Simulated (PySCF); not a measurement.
Vertical excitations of a molecule C4H6BFO from TDA-PBE0/def2-SVPD run with PySCF, as energy in eV (oscillator strength): 2.46 (0.000), 5.62 (0.002), 6.12 (0.001), 6.26 (0.046), 6.39 (0.003), 6.48 (0.015), 6.79 (0.006), 7.11 (0.015), 7.13 (0.034), 7.38 (0.009). Lowest triplet (TDA): 1.77 eV. Geometry optimised at B3LYP-D3(BJ)/def2-SVP. The values are those of a single conformer.

Pick the molecule that these values belong to.
(A) C=CB(F)CC=O
(B) FB1CC=COC1
(C) COB1C=C(F)C1
(D) O=C1CCCB1F

D, O=C1CCCB1F
